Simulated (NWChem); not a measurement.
System: GaNH$_{3}$Br; SMILES [NH2][GaH][Br]

Parts of the log:

```
             Northwest Computational Chemistry Package (NWChem) 7.3.0
             --------------------------------------------------------

                             Geometry "geometry" -> ""
                             -------------------------

 Output coordinates in angstroms (scale by  1.889725989 to convert to a.u.)

  No.       Tag          Charge          X              Y              Z
 ---- ---------------- ---------- -------------- -------------- --------------
    1 Ga                  31.0000    -0.37897700     0.90148300     0.00000000
    2 H                    1.0000    -1.85381600     1.38015500     0.00000000
    3 Br                  35.0000     0.11724600    -1.34230400     0.00000000
    4 N                    7.0000     1.06063500     1.98006500     0.00000000
    5 H                    1.0000     2.01364800     1.63715400     0.00000000
    6 H                    1.0000     1.01383900     2.99159500     0.00000000

 Effective nuclear repulsion energy (a.u.)     399.0019249978

                              NWChem Property Module
                              ----------------------

  itol2e modified to match energy
  convergence criterion.

                                 NWChem DFT Module
                                 -----------------

 Summary of "ao basis" -> "ao basis" (spherical)
 ------------------------------------------------------------------------------
       Tag                 Description            Shells   Functions and Types
 ---------------- ------------------------------  ------  ---------------------
 Ga                         pcsseg-1                15       41   5s7p3d
 H                          pcsseg-1                 3        5   2s1p
 Br                         pcsseg-1                15       41   5s7p3d
 N                          pcsseg-1                 7       17   3s3p1d

  itol2e modified to match energy
  convergence criterion.

            General Information
            -------------------
          SCF calculation type: DFT
          Wavefunction type:  closed shell.
          No. of atoms     :     6
          No. of electrons :    76
           Alpha electrons :    38
            Beta electrons :    38
          Charge           :     0
          Spin multiplicity:     1
          Use of symmetry is: off; symmetry adaption is: off
          Maximum number of iterations: 150
          AO basis - number of functions:   114
                     number of shells:    46
          Convergence on energy requested:  1.00D-07
          Convergence on density requested:  1.00D-05
          Convergence on gradient requested:  5.00D-04

              XC Information
              --------------
                          KT2 Method XC Functional
                        Slater Exchange Functional  1.072 local
                           KT1 gradient correction  1.000 non-local
            Perdew 1991 LDA Correlation Functional  0.577 local

             Grid Information
             ----------------
          Grid used for XC integration:  fine
          Radial quadrature: Mura-Knowles
          Angular quadrature: Lebedev.
          Tag              B.-S. Rad. Rad. Pts. Rad. Cut. Ang. Pts.
          ---              ---------- --------- --------- ---------
          Ga                  1.30      140          10.0       974
          H                   0.35       60          11.0       590
          Br                  1.15      140          12.0       974
          N                   0.65       70          10.0       590
          Grid pruning is: on
          Number of quadrature shells:   530
          Spatial weights used:  Erf1

      Superposition of Atomic Density Guess
      -------------------------------------

 Sum of atomic energies:       -4550.87664526

      Non-variational initial energy
      ------------------------------

 Total energy =   -4551.721450
 1-e energy   =   -7139.027631
 2-e energy   =    2188.304257
 HOMO         =      -0.359432
 LUMO         =       0.014649

[...]

          -----------------------------------------
          Chemical Shielding Tensors (GIAO, in ppm)
          -----------------------------------------

                                NWChem CPHF Module
                                ------------------

  scftype          =     RHF
  nclosed          =       38
  nopen            =        0
  variables        =     2888
  # of vectors     =        3
  tolerance        = 0.10D-03
  level shift      = 0.00D+00
  max iterations   =       50
  max subspace     =       30

 SCF residual:    1.5317226266397246E-005

Iterative solution of linear equations
  No. of variables     2888
  No. of equations        3
  Maximum subspace       30
        Iterations       50
       Convergence  1.0D-04

   iter   nsub   residual    time
   ----  ------  --------  ---------
     1      3    9.70D-06      91.3

      Atom:    1  Ga
        Diamagnetic
   2641.1974     -0.6707     -0.0000
     -0.6707   2650.4567     -0.0000
     -0.0000     -0.0000   2641.2411

        Paramagnetic
  -1248.3499     22.8730     -0.0000
     22.8730  -1300.0287     -0.0000
     -0.0000     -0.0000  -1418.7973

        Total Shielding Tensor
   1392.8475     22.2023     -0.0000
     22.2023   1350.4279     -0.0000
     -0.0000     -0.0000   1222.4438

           isotropic =    1321.9064
          anisotropy =     120.6544

          Principal Components and Axis System
                 1           2           3
             1402.3427   1340.9327   1222.4438

      1         0.9194     -0.3932      0.0000
      2         0.3932      0.9194      0.0000
      3        -0.0000     -0.0000      1.0000

      Atom:    2  H
        Diamagnetic
     39.3197     -7.6772     -0.0000
     -7.6772     23.2974     -0.0000
     -0.0000     -0.0000     18.2626

        Paramagnetic
     -4.4486      1.2993      0.0000
      1.2993     -0.9331      0.0000
      0.0000      0.0000      0.6697

        Total Shielding Tensor
     34.8711     -6.3778      0.0000
     -6.3778     22.3643      0.0000
      0.0000      0.0000     18.9323

           isotropic =      25.3892
          anisotropy =      18.2408

          Principal Components and Axis System
                 1           2           3
               37.5498     19.6856     18.9323

      1         0.9220      0.3872     -0.0000
      2        -0.3872      0.9220     -0.0000
      3         0.0000      0.0000      1.0000

      Atom:    3  Br
        Diamagnetic
   3126.4548     -1.5824      0.0000
     -1.5824   3135.8929      0.0000
      0.0000      0.0000   3125.9977

        Paramagnetic
   -877.1205   -232.5614     -0.0000
   -232.5614   -373.5520      0.0000
     -0.0000      0.0000   -468.2513

        Total Shielding Tensor
   2249.3343   -234.1438     -0.0000
   -234.1438   2762.3409      0.0000
     -0.0000      0.0000   2657.7464

           isotropic =    2556.4739
          anisotropy =     444.9955

          Principal Components and Axis System
                 1           2           3
             2853.1375   2657.7464   2158.5376

      1        -0.3615      0.0000      0.9324
      2         0.9324     -0.0000      0.3615
      3         0.0000      1.0000     -0.0000

      Atom:    4  N
        Diamagnetic
    328.5663      6.1251      0.0000
      6.1251    329.8247      0.0000
      0.0000      0.0000    300.2302

        Paramagnetic
   -130.5882     58.9343      0.0000
     58.9343   -177.0995     -0.0000
      0.0000     -0.0000    -89.6681

        Total Shielding Tensor
    197.9781     65.0594      0.0000
     65.0594    152.7251      0.0000
      0.0000      0.0000    210.5621

           isotropic =     187.0885
          anisotropy =      85.7172

          Principal Components and Axis System
                 1           2           3
              244.2332    210.5621    106.4700

      1         0.8150     -0.0000     -0.5794
      2         0.5794     -0.0000      0.8150
      3         0.0000      1.0000      0.0000

      Atom:    5  H
        Diamagnetic
     44.0018     -1.8252      0.0000
     -1.8252     28.0798      0.0000
      0.0000      0.0000     19.6163

        Paramagnetic
     -5.9495      2.7455      0.0000
      2.7455     -2.9926     -0.0000
      0.0000     -0.0000      2.7702

        Total Shielding Tensor
     38.0523      0.9203      0.0000
      0.9203     25.0872      0.0000
      0.0000      0.0000     22.3865

           isotropic =      28.5086
          anisotropy =      14.4130

          Principal Components and Axis System
                 1           2           3
               38.1173     25.0222     22.3865

      1         0.9975     -0.0705     -0.0000
      2         0.0705      0.9975     -0.0000
      3         0.0000      0.0000      1.0000

      Atom:    6  H
        Diamagnetic
     25.3955      2.3409      0.0000
      2.3409     46.2788      0.0000
      0.0000      0.0000     20.7014

        Paramagnetic
     -1.1091      1.5573     -0.0000
      1.5573     -7.9225      0.0000
     -0.0000      0.0000      1.7894

        Total Shielding Tensor
     24.2863      3.8982     -0.0000
      3.8982     38.3562      0.0000
     -0.0000      0.0000     22.4908

           isotropic =      28.3778
          anisotropy =      16.4794

          Principal Components and Axis System
                 1           2           3
               39.3640     23.2785     22.4908

      1         0.2503      0.9682      0.0000
      2         0.9682     -0.2503     -0.0000
      3         0.0000     -0.0000      1.0000
```

Level: KT2/pcSseg-1, GIAO. Geometry: optimised at PBE0/def2-SVP. The printed shielding anisotropy is the first printed principal value minus the mean of the other two.

Write an input that gives this output.

One answer among several that fit: the input that was run:
```
start job
memory heap 200 mb stack 900 mb global 1100 mb
geometry units angstroms noautosym nocenter noautoz
  Ga    -0.378977     0.901483     0.000000
  H     -1.853816     1.380155     0.000000
  Br     0.117246    -1.342304     0.000000
  N      1.060635     1.980065     0.000000
  H      2.013648     1.637154     0.000000
  H      1.013839     2.991595     0.000000
end
basis spherical
  * library pcsseg-1
end
dft
  xc kt2
  iterations 150
end
property
  shielding
end
task dft property
```
